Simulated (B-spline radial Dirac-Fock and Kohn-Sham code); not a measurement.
## Two-hole binding energies of W³⁺

System: the W³⁺ ion in the configuration 1s2 2s2 2p6 3s2 3p6 3d10 4s2 4p6 4d10 4f14 5s2 5p6 5d3, inside a Watson sphere of charge -3 and radius 1.6 Å (a model of the Madelung potential; inside it an electron's potential energy is raised by 27.0 eV).

These are calculated numbers from an atomic code on a B-spline grid; the model is relaxed Dirac-Fock hole states (ΔSCF) with Breit and QED corrections and a finite nucleus. U is the two-hole binding energy less the two single-hole energies, the effective repulsion of the holes after relaxation. Each two-hole energy is an average over J within one jj subconfiguration.

| holes | E(a) (eV) | E(b) (eV) | E(ab) (eV) | U (eV) |
| --- | --- | --- | --- | --- |
| 1s⁻¹ 3p1/2⁻¹ | 69533.6 | 2590.1 | 72244.4 | 120.7 |
| 1s⁻¹ 3d5/2⁻¹ | 69533.6 | 1821.6 | 71450.3 | 95.1 |
| 2s⁻¹ 2p3/2⁻¹ | 12119.7 | 10218.6 | 22533.0 | 194.7 |
| 2p1/2⁻¹ 2p3/2⁻¹ | 11556.1 | 10218.6 | 22015.8 | 241.0 |
| 2s⁻¹ 3p1/2⁻¹ | 12119.7 | 2590.1 | 14801.4 | 91.6 |
| 2p3/2⁻¹ 3s⁻¹ | 10218.6 | 2838.8 | 13143.0 | 85.6 |
| 2p3/2⁻¹ 3p1/2⁻¹ | 10218.6 | 2590.1 | 12902.8 | 94.0 |
| 2p3/2⁻¹ 3d5/2⁻¹ | 10218.6 | 1821.6 | 12131.8 | 91.5 |
| 3p1/2⁻² | 2590.1 | 2590.1 | 5249.6 | 69.4 |
| 3p1/2⁻¹ 3p3/2⁻¹ | 2590.1 | 2297.3 | 4947.3 | 59.9 |
| 3p3/2⁻² | 2297.3 | 2297.3 | ? | ? |
| 3d3/2⁻¹ 3d5/2⁻¹ | 1884.0 | 1821.6 | 3777.2 | 71.5 |
| 4d3/2⁻¹ 4d5/2⁻¹ | 272.7 | 260.2 | 560.9 | 28.0 |
| 4f7/2⁻² | 43.52 | 43.52 | 112.4 | 25.3 |

**Question.** Give the missing two-hole energy and U.

**Answer.** E(ab) = 4653.9 eV and U = 59.3 eV.
